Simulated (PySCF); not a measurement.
**Exercise with solution: chemical shift, span and skew from a shielding tensor**

B(Cl)(OH)(SiH3) (BClH₄OSi), SMILES OB([SiH3])Cl. Atoms are numbered in the order given.

```xyz
8

B     -0.4269    -0.1434     0.0000
Cl     0.7102    -1.5278     0.0000
O     -1.7495    -0.3799     0.0000
H     -1.9798    -1.3223     0.0000
Si     0.3177     1.7422     0.0000
H     -0.7606     2.7742     0.0000
H      1.1752     1.9425     1.2073
H      1.1752     1.9425    -1.2073
```

The structure is a stationary point at B3LYP-D3(BJ)/def2-SVP. One conformer was computed; it need not be the lowest.

GIAO shieldings from PBE0/pcSseg-1 (PySCF), non-relativistic, no solvent. The symmetric part of the tensor of Si5 has the principal values 437.0, 457.8, 478.1 ppm. The same nucleus in TMS has σ = 352.7 ppm at this level (PySCF, at its B3LYP-D3(BJ)/def2-TZVP geometry). Without spin–orbit terms, shifts of atoms bonded to Cl or Br come out too high.

Problem. Work out the isotropic shielding, the ²⁹Si shift against TMS, the span and the skew.

Solution. 
σ(iso) = (σ11 + σ22 + σ33)/3 = 457.6 ppm. δ = σ(ref) − σ(iso) = 352.7 − (457.6) = -104.9 ppm.
Span Ω = σ33 − σ11 = 41.1 ppm. Skew κ = 3(σ(iso) − σ22)/Ω = -0.01. Tumbling in solution averages the tensor to δ; in a static solid the shielding alone would spread this spin-1/2 line over Ω.
